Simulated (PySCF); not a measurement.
C6H13O (doublet state).
Z-matrix (Å and degrees, GFN2-xTB geometry), rows numbered from 1:
```
C 
C   1  1.4777
C   2  1.5492  1  108.92
C   2  1.5317  1  110.70  3   119.30
C   2  1.5440  1  110.28  3  -117.46
C   5  1.5296  2  113.36  1   -59.20
O   6  1.4092  5  112.21  2   167.70
H   1  1.0719  2  120.94  3  -100.57
H   1  1.0726  2  120.07  3    71.89
H   3  1.0878  2  110.21  1   179.59
H   3  1.0871  2  110.41  1   -60.17
H   3  1.0872  2  110.13  1    59.66
H   4  1.0867  2  110.75  1    55.54
H   4  1.0875  2  110.08  1   -64.06
H   4  1.0878  2  110.62  1   176.21
H   5  1.0923  2  108.84  1    60.54
H   5  1.0939  2  109.36  1   178.23
H   6  1.0987  5  110.62  2   -69.01
H   6  1.0930  5  109.64  2    50.60
H   7  0.9637  6  108.58  5    57.45
```

The hyperfine couplings belong to this conformer and change with its torsions.

As a line formula: `[CH2]C(C)(C)CCO` [radical].

Method used: PySCF 2.14.0, UKS B3LYP, pcH-1 on C H O, non-relativistic, mean-field spin-orbit, GIAO. The structure is a single GFN2-xTB conformer in the gas phase; no vibrational or solvent corrections. Couplings are sensitive to structure, and on GFN2-xTB geometries they can be far from those on DFT ones. Stability of the SCF solution: not tested.

Task: Where do the isotropic ENDOR lines of C1, C3/C4, C2, C5, C6, H8/H9, H10 (×6), H20 and H18/H19 fall at 3354.6 mT, to first order?

Result: ν± = |νn ± a/2|, one line for each electron-spin manifold; νn = |g_N| × 7.62259 MHz/T × B.

| nuclei | isotope | g_N | νn (MHz) | a_iso (MHz) | lower line (MHz) | upper line (MHz) |
| --- | --- | --- | --- | --- | --- | --- |
| C1 | 13C | 1.4048 | 35.92 | 91.44 | 9.80 | 81.64 |
| C3/C4 | 13C | 1.4048 | 35.92 | 42.42 | 14.71 | 57.13 |
| C2 | 13C | 1.4048 | 35.92 | -30.15 | 20.85 | 51.00 |
| C5 | 13C | 1.4048 | 35.92 | 24.68 | 23.58 | 48.26 |
| C6 | 13C | 1.4048 | 35.92 | 7.29 | 32.28 | 39.57 |
| H8/H9 | 1H | 5.5857 | 142.83 | -62.77 | 111.44 | 174.22 |
| H10 (×6) | 1H | 5.5857 | 142.83 | 3.20 | 141.23 | 144.43 |
| H20 | 1H | 5.5857 | 142.83 | 2.45 | 141.60 | 144.06 |
| H18/H19 | 1H | 5.5857 | 142.83 | 1.23 | 142.21 | 143.45 |

The rows for 13C, of low natural abundance, apply to labelled samples.

Task: Which pairs are centred on the nuclear Larmor frequency, and which on half the coupling?

Result: Centred on νn, since |a| < 2νn: C3/C4, C2, C5, C6, H8/H9, H10 (×6), H20 and H18/H19. Centred on |a|/2 and split by 2νn: C1.

Class means assume fast exchange of nuclei equivalent by connectivity; if that motion is slow, each nucleus keeps its own coupling. The six 1H nuclei of mean +3.2 MHz run from -2.2 to 27.3 MHz in the frozen geometry. The 13C value of +42.4 MHz is a mean of couplings from 6.3 to 78.5 MHz in this one geometry, not an average over conformers.

The Mulliken spin populations are largest on C1 (+1.08) and C2 (-0.07). No atom but C1 exceeds +0.15. The positive populations add up to 1.17 and the negative ones to -0.17, together 2S = 1. The angles at C1 add up to 359.6°, so it is planar; its axial dipolar tensor and the negative couplings of its protons fit spin in a p orbital normal to that plane.

Hardware: Intel Xeon Platinum 8488C, one thread, shared host. Cost: 78 s (grids of density and orbitals included), 0.97 GiB resident at most.
